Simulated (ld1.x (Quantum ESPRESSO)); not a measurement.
Reading a pseudo-wave (phosphorus)

Columns: radius, all-electron u(r) and pseudo u(r) of the 3p shell (level -24.41 eV) of phosphorus in the configuration [Ne] 3s2 3p1; LDA (PZ), non-relativistic, ultrasoft scheme, ld1.x (Quantum ESPRESSO) 7.5.

```csv
r (bohr),all-electron,pseudo
0.090,0.1398,-0.0072
0.180,0.3002,-0.0284
0.270,0.3636,-0.0625
0.360,0.3381,-0.1079
0.450,0.2536,-0.1624
0.540,0.1366,-0.2236
0.630,0.0062,-0.2888
0.720,-0.1251,-0.3555
0.810,-0.2492,-0.4215
0.900,-0.3618,-0.4846
0.990,-0.4604,-0.5434
1.080,-0.5441,-0.5964
1.170,-0.6130,-0.6430
1.260,-0.6676,-0.6827
1.350,-0.7089,-0.7150
1.440,-0.7381,-0.7397
1.530,-0.7564,-0.7565
1.620,-0.7651,-0.7651
1.710,-0.7655,-0.7655
1.800,-0.7589,-0.7589
1.890,-0.7462,-0.7462
1.980,-0.7287,-0.7287
2.070,-0.7073,-0.7073
2.160,-0.6828,-0.6828
2.250,-0.6559,-0.6559
2.340,-0.6274,-0.6274
```

(1) How many radial nodes do the two functions have?

(2) At about which radius was the pseudo-wave matched?

(3) Is the pseudo-wave norm-conserving?

Answers

(1) The all-electron 3p function has n − l − 1 = 1; the pseudo-wave has 0, since the states of the same l below it are removed with the core.

(2) 1.60 bohr, where the columns begin to agree (steps of 0.09 bohr).

(3) No, it belongs to an ultrasoft set: the norm inside the radius is not constrained, and the difference is carried by the augmentation charge.
